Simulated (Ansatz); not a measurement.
`CC[Si](F)(F)Cl` → `F[Si]Cl` + `CCF` at 298.15 K and 1 bar (silylene formation by 1,1-elimination).

Calculated with Ansatz (gas phase, PBE0-D4/def2-TZVP geometries, no zero-point term in ΔE). CBS: MP2 limit from def2 TZ/QZ plus the TZ coupled-cluster correction, frozen cores. This one scheme is used for every species. Each species was taken in one conformer, which may not be the lowest.

```tsv
species	CCSD(T)/CBS energy (Eh)	H − E (kJ/mol)	S (J/(mol·K))
`CC[Si](F)(F)Cl`	-1027.77234	217.3	368.8
`F[Si]Cl`	-848.72390	21.7	275.4
`CCF`	-178.90141	191.2	263.6
```

H − E and S are ideal-gas, rigid-rotor, harmonic terms from PBE0-D4/def2-TZVP, for one conformer and one mirror image of each species. 1 Eh = 2625.50 kJ/mol, R = 8.31446 J/(mol·K).

Task: By hand: ΔE, ΔH, ΔS and ΔG.

Result: ΔE = (-848.72390) + (-178.90141) − (-1027.77234) = 0.14703 Eh = 386.0 kJ/mol. Δ(H − E) = 21.7 + 191.2 − 217.3 = -4.4, so ΔH = 381.6 kJ/mol. ΔS = 275.4 + 263.6 − 368.8 = 170.2 J/(mol·K). ΔG = 381.6 − 298.15 × (170.2)/1000 = 330.9 kJ/mol.

Task: By hand: the equilibrium constant, and the temperature at which ΔG would vanish if ΔH and ΔS stayed fixed.

Result: log₁₀ K = −ΔG/(RT ln 10) = -58.0. ΔG = 0 at ΔH/ΔS = 2242 K.

The number of gas molecules changes by +1, which sets the sign of ΔS. A doubt of 5 kJ/mol in ΔE shifts log₁₀ K by 0.9 here. Other conformers and mirror images would add mixing entropy, several J/(mol·K) or more a flexible species. These are equilibria of isolated gas molecules and say nothing of rates. Largest T1 diagnostic: 0.014 (customary marks: 0.02 for closed shells, 0.045 for open ones).
